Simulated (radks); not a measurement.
Ionisation of the lead ion Pb3+, [Xe] 4f14 5d10 6s1, to [Xe] 4f14 5d10 as the strength of local exchange is varied. Calculated with a radial shooting solver on a logarithmic mesh with Libxc functionals: Dirac Kohn-Sham, Slater X-alpha exchange (alpha = 2/3 is LDA exchange), no correlation, spin-unpolarised, spherical densities, point nucleus.

alpha  E(Pb3+) (hartree)  exchange (hartree)  IE (eV)  -e of the level emptied (eV)  <r> of it (bohr)
0.564        -20850.0121           -311.6941   40.443                35.241 (6s1/2)             2.134
0.628        -20885.4125           -347.6685   41.296                36.082 (6s1/2)             2.113
0.631        -20887.0734           -349.3579   41.336                36.121 (6s1/2)             2.112
0.667        -20907.0148           -369.6508   41.819                36.598 (6s1/2)             2.101
0.685        -20916.9928           -379.8119   42.062                36.837 (6s1/2)             2.095

NIST Atomic Spectra Database: 42.333 eV (measured). The central value is not met in this range of alpha. Spin polarisation and multiplet splitting are left out, so open shells lie too high by an amount that depends on their filling.

Beside tabulated values, note that spin-unpolarised runs miss the spin-polarisation part of the exchange energy of open shells.
